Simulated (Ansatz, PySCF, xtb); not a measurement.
Reaction (SMILES): CCB(N)N + 4 [H][H] (H2) → B (BH3) + 2 C (CH4) + 2 N (NH3)
Geometries: B3LYP-D3(BJ)/def2-TZVP minima from Ansatz (a quantum-chemistry and plane-wave program), one conformer each, not searched for the lowest.
Geometry of the first species:
SMILES: NB(N)CC
```xyz
14

C      1.9339    -0.3855    -0.5848
C      0.9890     0.3923     0.3352
B     -0.5655     0.1044     0.1620
N     -1.4889     0.7970     0.9885
N     -1.0249    -0.8277    -0.8005
H      2.9805    -0.1317    -0.4037
H      1.8341    -1.4643    -0.4391
H      1.7288    -0.1746    -1.6376
H      1.2607     0.1966     1.3794
H      1.1569     1.4673     0.1985
H     -1.1946     1.4633     1.6795
H     -2.4863     0.6783     0.9485
H     -0.3994    -1.3339    -1.4002
H     -1.9933    -1.0495    -0.9541
```

Quantity: energy of full hydrogenation (enthalpy at 298 K, with B3LYP-D3(BJ) rigid-rotor harmonic-oscillator terms from PySCF), in kcal/mol. Valence correlation only, unless marked. No spin-orbit coupling. No relativistic terms. CBS marks a two-point X^-3 extrapolation of the correlation energy; Hartree-Fock from the larger set.

```tsv
level	program	energy of full hydrogenation (kcal/mol)
GFN1-xTB	xtb	1.1
PBE0-D4/def2-TZVPD	Ansatz + dftd4	35.3
```

**Question.** Predict the CCSD(T)/CBS(cc-pVTZ,cc-pVQZ) result (Ansatz).

**Answer.** 34.4 kcal/mol, so PBE0-D4/def2-TZVPD differs from it by 0.9 kcal/mol.
